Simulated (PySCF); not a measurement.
Calculated NMR parameters of O=C(O)/C=C/C(F)(F)F

| Quantity | Value |
| --- | --- |
| Formula | C4H3F3O2 |
| SMILES | O=C(O)/C=C/C(F)(F)F |
| InChI | InChI=1S/C4H3F3O2/c5-4(6,7)2-1-3(8)9/h1-2H,(H,8,9)/b2-1+ |
| Point group of the computed structure | Cs |
| Degrees of unsaturation | 2 |
| Carbon signals | 4 |
| Proton signals | 3 |

Bonds (- single, = double, # triple, : aromatic): O1=C2 1.201 Å, C2-O3 1.333 Å, C2-C4 1.487 Å, C4=C5 1.326 Å, C5-C6 1.498 Å, C6-F7 1.343 Å, C6-F8 1.343 Å, C6-F9 1.338 Å. O3 carries H10; C4 carries H11; C5 carries H12. Stereochemistry as in O=C(O)/C=C/C(F)(F)F.

Level of theory: shieldings: GIAO PBE0/pcSseg-1, coordinates at the GFN2-xTB level, in PySCF 2.14 (non-relativistic Hamiltonian, one averaged value for each set of equivalent atoms, a single conformation, in vacuum).

δ = σ(ref) − σ, references computed at the same level: 1H and 13C vs TMS; 19F vs CFCl3; 17O vs H2O.

| carbon | δC, type | δH (multiplicity) | HMBC from (2–3 bonds) | span of the C tensor (ppm) |
| --- | --- | --- | --- | --- |
| C2 | 168.8, C | – | H12, H11 | 159 |
| C4 | 134.7, CH | 6.67 (m) | H12 | 203 |
| C5 | 144.4, CH | 7.16 (m) | H11 | 218 |
| C6 | 131.6, C | – | H12, H11 | 12 |

Other nuclei:
```csv
atoms,nucleus,environment,δ (ppm),σ (ppm)
H10,1H,hydrogen on an acid hydroxyl oxygen,6.51,25.21
F7/F8/F9,19F,fluorine of a CF3 group,-83.0,254.0
O1,17O,carbonyl oxygen,418.7,-82.6
O3,17O,acid hydroxyl oxygen,213.1,122.9
```

Carbon types of the structure: 2 × C, 2 × CH, leaving 1 H on heteroatoms. δC 168.8: carboxylic acid carbon; lone-pair donation from the attached heteroatom keeps it upfield of a ketone carbonyl. δC 144.4: β carbon of a C=C–C=O unit; conjugation with the carbonyl draws π density from the β position. δC 134.7: α carbon of a C=C–C=O unit; the olefinic region. δC 131.6: CF3 carbon; 3 electronegative neighbours deshield it. δH 7.16: hydrogen on a β carbon of a C=C–C=O unit; olefinic region.

Exchangeable OH/NH protons stand at their gas-phase positions; hydrogen bonding in a real sample shifts them, mostly to higher δ. Splittings by 19F in the carbon and heteronuclear signals aren't shown, as no couplings were computed. Shifts are as computed. Against solution values, carbons near 30 ppm lie about +3 ppm off and those near 130 ppm about +5 ppm (rms about the fit 2.1 ppm; single classes can miss by 10 ppm). Of 1328 compounds with measured shifts, 309 miss one by over three times the rms of a fit or turn the order of signals round; such compounds aren't used in these exercises. Signals without a measured value on file couldn't be tested in this way; 1H shifts scatter by 0.2 ppm about their fit, and single ones miss by 0.5 ppm. In solution the two oxygens of a carboxylic acid exchange roles by proton transfer and give one 17O line. Hydrogen bonding in solution shields acid and N–H amide carbonyl oxygens by tens of ppm. Hydrogen bonding in solution deshields acid and N–H amide carbonyl carbons by as much as 10 ppm beyond these values. Unscaled 19F shifts against computed CFCl3 carry errors that often reach 10 to 50 ppm. Unscaled 17O shifts of doubly bonded oxygen tend to come out too high, by tens of ppm or more. Experimental scales use liquid or dissolved standards, which lie at an offset from isolated H2O (liquid H2O: subtract about 36 ppm). Multiplicities follow the n + 1 count of equivalent neighbours, as no J values were calculated; m marks all less simple cases, F and P coupling included.
